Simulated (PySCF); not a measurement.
CH₄AlClS, SMILES [CH3][Al]([SH])[Cl]. Atoms are numbered in the order given.

```xyz
8

Al    -0.1432    -0.1201     0.2999
Cl     1.8405    -0.6341    -0.1882
C     -0.9563    -0.7679     1.9363
H     -0.9778    -1.8703     1.9390
H     -1.9855    -0.4055     2.0801
H     -0.3576    -0.4573     2.8083
S     -1.1301     1.1547    -1.1674
H     -2.2855     1.2061    -0.4662
```
Charge 0, spin multiplicity 1.

Geometry optimised at PBE0-D3(BJ)/def2-SVP. One conformer was computed; it need not be the lowest.

All values below come from PBE0/pcSseg-1 run with PySCF.

GIAO shieldings, no solvent; atoms alike by connectivity are averaged. δ = σ(ref) − σ: ³⁵Cl against HCl (σ = 945.9 ppm); ¹³C against TMS (σ = 186.3 ppm); ¹H against TMS (σ = 31.56 ppm); ³³S against H2S (σ = 716.7 ppm), references at their B3LYP-D3(BJ)/def2-TZVP geometries, non-relativistic (without spin–orbit terms, shifts of atoms bonded to Cl or Br come out too high).

Computed chemical shifts:
| nucleus | atoms | count | δ (ppm) |
|---|---|---|---|
| ³⁵Cl | Cl2 | 1 | 44.0 |
| ¹³C | C3 | 1 | -5.1 |
| ¹H | H8 | 1 | 1.16 |
| ¹H | H4, H5, H6 | 3 | 0.20 |
| ³³S | S7 | 1 | 39.9 |
